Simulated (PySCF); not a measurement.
Vertical excitations of a molecule C2H11NSi3 from TDA-PBE/def2-SVPD run with PySCF, as energy in eV (oscillator strength): 4.13 (0.001), 4.54 (0.008), 5.07 (0.008), 5.32 (0.036), 5.43 (0.013), 5.51 (0.005). Lowest triplet (TDA): 4.05 eV. Geometry optimised at PBE-D3(BJ)/def2-SVP. Other conformers were not sampled.

Problem. Which molecule gave these data?
(A) [SiH3][C@@H]1[SiH2]CN1[SiH3]
(B) [SiH3][Si@H]1CC[SiH2]N1
(C) [SiH3][C@H]1[SiH2]CN[SiH2]1
(D) C=C[SiH2]N([SiH3])[SiH3]

Solution. A, [SiH3][C@@H]1[SiH2]CN1[SiH3]
